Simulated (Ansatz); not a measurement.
Consider the formal exchange of groups at the Si–Ge bond: `F[SiH2][GeH2][SiH3]` + `[BH2][AlH2]` → `[BH2][AlH][SiH3]` + `F[SiH2][GeH3]`.

Calculated with Ansatz (gas phase, PBE0-D4/def2-TZVP geometries, no zero-point term in ΔE). CCSD(T)/CBS is the MP2 limit (def2-TZVPP, def2-QZVPP) plus CCSD(T) − MP2 in def2-TZVPP, frozen cores. This one scheme is used for every species. DFT in def2-TZVPP. B3LYP here is the variant with VWN-RPA as its local correlation; programs differ in this. For Ge outer-core shells are correlated without core-valence functions, which leaves a few kJ/mol of doubt a bond. Scalar relativity is left out up to krypton. Each species was taken in one conformer, which may not be the lowest.

```csv
level,ΔE (kJ/mol),difference from CCSD(T)/CBS
PBE-D4,6.4,-7.6
r2SCAN-D4,9.6,-4.4
ωB97X-V,12.2,-1.8
PBE,3.6,-10.4
B3LYP,9.2,-4.8
HF/def2-TZVPP,12.3,-1.7
MP2/def2-TZVPP,17.8,3.8
CCSD/def2-TZVPP,11.7,-2.3
MP2/def2-QZVPP,19.1,5.1
CCSD/CBS(def2),14.1,0.1
CCSD(T)/CBS,14.0,0
```

Largest T1 diagnostic among the species: 0.013.

The D4 term adds +4.4 kJ/mol with B3LYP and +2.5 kJ/mol with PBE0; it sums over pairs of atoms, weighted by their polarisabilities, and B3LYP, whose exchange is more repulsive, gets the larger term.
